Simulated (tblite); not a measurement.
A geometry optimisation, step by step.

Compound: C4H6BBrO.
SMILES with atom numbers: `[CH3:1][O:2][BH:3][C:4]#[C:5][CH2:6][Br:7]` (hydrogens: H8, H9, H10 on C1; H11 on B3; H12, H13 on C6)

Computed with GFN2-xTB (tblite), gas phase: L-BFGS steps from a force-field or distance-geometry start until the largest atomic force falls under 0.01 eV/Å. 6 of its 80 geometries are shown.

Step 0: E = -569.6259 eV, largest atomic force 2.509 eV/Å
```
atom  x, y, z in Å  |  force x, y, z in eV/Å
C1     -2.642    0.399   -0.632   -0.718  -0.422  -0.170
O2     -1.723    1.192    0.057    1.280  -1.370   1.344
B3     -0.858    0.372    0.937   -0.276   2.229  -1.118
C4      0.504   -0.027    0.371   -0.117  -0.373   0.098
C5      1.588   -0.355   -0.064    0.215  -0.164  -0.108
C6      2.888   -0.728   -0.630   -0.567  -0.816   1.068
Br7     3.737    0.828   -1.410    0.162   0.111  -0.260
H8     -2.381   -0.673   -0.511   -0.283   0.335  -0.393
H9     -2.661    0.665   -1.720   -0.026  -0.133   0.826
H10    -3.657    0.542   -0.163    0.626  -0.067  -0.567
H11    -1.089    0.426    2.093    0.039  -0.330  -0.178
H12     3.579   -1.114    0.180   -0.678   0.371  -0.818
H13     2.711   -1.526   -1.388    0.342   0.629   0.278
```

Step 16: E = -570.5651 eV, largest atomic force 0.786 eV/Å
```
atom  x, y, z in Å  |  force x, y, z in eV/Å
C1     -2.699    0.336   -0.675   -0.141  -0.313   0.043
O2     -1.944    0.654    0.466   -0.475   0.360   0.057
B3     -0.761    0.509    1.028   -0.217   0.004  -0.398
C4      0.538    0.030    0.406   -0.064  -0.169  -0.314
C5      1.563   -0.379   -0.076    0.289  -0.208  -0.078
C6      2.839   -0.777   -0.596    0.325   0.179  -0.171
Br7     3.717    0.815   -1.448   -0.030  -0.184   0.127
H8     -2.619   -0.721   -0.893    0.206  -0.458  -0.075
H9     -2.510    0.856   -1.626    0.498   0.292   0.533
H10    -3.747    0.511   -0.409   -0.006   0.172   0.003
H11    -0.702    0.797    2.159   -0.110   0.187   0.247
H12     3.524   -1.119    0.186   -0.087   0.118  -0.062
H13     2.797   -1.513   -1.401   -0.187   0.019   0.088
```

Step 32: E = -570.8073 eV, largest atomic force 0.125 eV/Å
```
atom  x, y, z in Å  |  force x, y, z in eV/Å
C1     -2.638    0.290   -0.626    0.069   0.001   0.038
O2     -2.081    0.632    0.620    0.056  -0.001  -0.032
B3     -0.821    0.506    1.007   -0.016   0.051   0.046
C4      0.386   -0.025    0.233   -0.050   0.059   0.071
C5      1.481   -0.368   -0.139    0.003  -0.005  -0.037
C6      2.784   -0.747   -0.609   -0.005   0.023  -0.079
Br7     3.712    0.796   -1.451   -0.033  -0.042   0.071
H8     -2.435   -0.756   -0.871   -0.061   0.017   0.000
H9     -2.229    0.917   -1.423    0.014   0.017   0.027
H10    -3.715    0.462   -0.548    0.043  -0.086  -0.080
H11    -0.601    0.874    2.102   -0.055   0.012   0.054
H12     3.419   -1.076    0.216    0.018   0.037  -0.063
H13     2.732   -1.503   -1.391    0.016  -0.083  -0.016
```

Step 47: E = -570.8349 eV, largest atomic force 0.145 eV/Å
```
atom  x, y, z in Å  |  force x, y, z in eV/Å
C1     -2.528    0.262   -0.631    0.018  -0.004  -0.022
O2     -2.093    0.616    0.657    0.048   0.032  -0.023
B3     -0.843    0.559    1.091    0.028  -0.036   0.046
C4      0.378    0.052    0.312   -0.032   0.018   0.069
C5      1.405   -0.358   -0.174    0.010  -0.002   0.034
C6      2.697   -0.759   -0.665   -0.036   0.015   0.030
Br7     3.633    0.783   -1.478    0.030   0.050  -0.014
H8     -2.270   -0.773   -0.865   -0.013  -0.058   0.007
H9     -2.073    0.907   -1.382    0.071   0.070  -0.080
H10    -3.608    0.392   -0.662   -0.088  -0.049  -0.004
H11    -0.695    0.927    2.199    0.054  -0.024  -0.039
H12     3.324   -1.087    0.166    0.049  -0.012  -0.046
H13     2.668   -1.519   -1.447   -0.139   0.001   0.041
```

Step 63: E = -570.8692 eV, largest atomic force 0.015 eV/Å
```
atom  x, y, z in Å  |  force x, y, z in eV/Å
C1     -2.337    0.218   -0.679   -0.007   0.004   0.009
O2     -2.082    0.627    0.644    0.002   0.009  -0.002
B3     -0.888    0.608    1.223   -0.005   0.002   0.011
C4      0.381    0.118    0.523    0.002  -0.006  -0.004
C5      1.361   -0.297   -0.045   -0.003  -0.002  -0.001
C6      2.553   -0.747   -0.710    0.006  -0.003   0.005
Br7     3.494    0.767   -1.577   -0.014   0.006  -0.002
H8     -1.985   -0.803   -0.848    0.001   0.011  -0.004
H9     -1.837    0.881   -1.389    0.007  -0.003  -0.006
H10    -3.415    0.264   -0.840   -0.001  -0.010  -0.002
H11    -0.848    0.991    2.331    0.000   0.000  -0.005
H12     3.268   -1.173   -0.005    0.004  -0.010  -0.005
H13     2.329   -1.454   -1.510    0.008   0.002   0.005
```

Step 79: E = -570.8699 eV, largest atomic force 0.007 eV/Å
```
atom  x, y, z in Å  |  force x, y, z in eV/Å
C1     -2.330    0.224   -0.682   -0.001   0.004   0.000
O2     -2.077    0.644    0.637   -0.006   0.001  -0.001
B3     -0.887    0.608    1.225    0.000  -0.002   0.002
C4      0.377    0.094    0.534   -0.001  -0.004   0.006
C5      1.357   -0.322   -0.033    0.003   0.004   0.000
C6      2.551   -0.753   -0.707    0.002   0.002  -0.003
Br7     3.450    0.785   -1.575    0.001  -0.003  -0.005
H8     -1.963   -0.793   -0.849    0.001   0.002   0.001
H9     -1.841    0.890   -1.397   -0.001   0.005   0.001
H10    -3.409    0.253   -0.841    0.001  -0.005   0.000
H11    -0.847    1.001    2.329   -0.001  -0.002  -0.003
H12     3.281   -1.172   -0.013    0.000   0.003   0.006
H13     2.333   -1.460   -1.509    0.001  -0.005  -0.004
```

Problem. Summarise the path.

Solution. The energy falls by 120.03 kJ/mol from step 0 to step 79; nine tenths of that is first reached at step 22. It falls at every step. The largest force goes from 2.509 to 0.007 eV/Å. Among the bonds O2–B3 changes most, from 1.482 to 1.327 Å; the atoms move by 0.544 Å rms after alignment.

What follows is the cost of the whole relaxation. Time: 0.77 s. Hardware: an Arm Neoverse N1 with one thread, no GPU, shared host with 64 logical CPUs at a one-minute load of 61.
